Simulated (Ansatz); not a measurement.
`BNC=C=C` → B• + 3 C• + 6 H• + N•  (atomization)

Program: Ansatz. Geometries: PBE0-D4/def2-TZVP. ΔE: electronic, gas phase. CBS: MP2 limit from def2 TZ/QZ plus the TZ coupled-cluster correction, frozen cores. This one scheme is used for every species, atoms too. DFT in def2-TZVPP. B3LYP here is the variant with VWN-RPA as its local correlation; programs differ in this. No spin–orbit coupling; open shells (•) take unrestricted orbitals. Spin–orbit coupling would lower the free atoms: a little for B, C. One conformer a species, not always the lowest.

`BNC=C=C`:

```xyz
11

B    -1.725    1.588    0.341
N    -0.982    0.418    0.199
C     0.386    0.342   -0.083
C     1.066   -0.766   -0.213
C     1.754   -1.860   -0.345
H    -2.891    1.496    0.583
H    -1.168    2.639    0.216
H    -1.429   -0.481    0.300
H     0.877    1.303   -0.194
H     2.244   -2.330    0.505
H     1.869   -2.348   -1.310
```

Question: What is ΔE at CCSD(T)/CBS? (Best estimate.)

Answer: Computed: +46.60 eV.

Question: What do these levels give: LDA (SPW92), PBE-D4, r2SCAN-D4, B3LYP-D4, BHLYP-D4, ωB97M-V, BLYP, PBE0, B3LYP, CCSD(T)/def2-SVP, CCSD(T)/def2-TZVPP, SCS-MP2/def2-QZVPP? (An estimate is asked.)

Answer: Ansatz gave: LDA (SPW92) 53.92, PBE-D4 48.39, r2SCAN-D4 47.07, B3LYP-D4 47.21, BHLYP-D4 45.66, ωB97M-V 47.05, BLYP 46.91, PBE0 47.20, B3LYP 46.92, CCSD(T)/def2-SVP 44.71, CCSD(T)/def2-TZVPP 45.46, SCS-MP2/def2-QZVPP 46.86 eV.

Largest T1 diagnostic among the species: 0.014.

At CCSD(T), def2-SVP lies −1.89 eV from the extrapolated value and def2-TZVPP −1.15 eV: correlation converges slowly with the basis, and small sets miss more of it in the bonded molecule than in its fragments. From r2SCAN to r2SCAN0 (25 % exact exchange), in def2-TZVPP and without D4, ΔE moves by −0.79 eV: exact exchange takes away binding that semilocal exchange gives to molecules.

For atomizations the MP2-based limit and the directly extrapolated one differ by several kJ/mol either way, and by 10 to 25 for some Ge, Se and Sn compounds, so smaller differences from it don't rank the levels.
